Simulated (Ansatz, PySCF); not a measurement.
This Ansatz (a program for electronic structure) input computes a BLYP/def2-TZVPD energy:

Ansatz 0.2 input:
```yaml
crystal:
  periodic: [false, false, false]
  atoms:
    - {symbol: Sb, position_ang: [0.00056999, -0.00031278, 0.03064668]}
    - {symbol: H, position_ang: [-1.03135561, -1.21343333, -0.51443031]}
    - {symbol: H, position_ang: [-0.55403034, 1.49938768, -0.49562120]}
    - {symbol: H, position_ang: [1.55631663, -0.27000276, -0.55292896]}
basis:
  gaussian:
    orbitals: def2-TZVPD
hamiltonian:
  xc: {name: BLYP}
total_charge: 1
magnetization: {spin_polarized: true, initial_magnetization: 1}
output: {forces: true}
```

Question: Write an input for the same energy in PySCF and say what it gives.

Answer: 
```python
from pyscf import gto, scf, dft

mol = gto.M(
    atom='''
    Sb    0.00056999   -0.00031278    0.03064668
    H    -1.03135561   -1.21343333   -0.51443031
    H    -0.55403034    1.49938768   -0.49562120
    H     1.55631663   -0.27000276   -0.55292896
    ''',
    basis='def2-tzvpd',
    ecp='def2-tzvp',
    charge=1,
    spin=1,
    verbose=4,
)

mf = dft.UKS(mol, xc='blyp').density_fit(auxbasis='def2-universal-jkfit')
mf.grids.level = 3
mf.conv_tol = 1e-9
mf.max_cycle = 100
mf.max_memory = 1500
mf.kernel()
if not mf.converged:
    mf = mf.newton()
    mf.kernel(mf.make_rdm1())
for _ in range(2):
    mo, _, stable, _ = mf.stability(return_status=True)
    if stable:
        break
    mf.kernel(mf.make_rdm1(mo, mf.mo_occ))
mf.analyze()
```
It gives -241.63178 Eh, and Ansatz -241.63174 Eh, a difference of 0.04 mEh, from the treatment of integrals and grids.
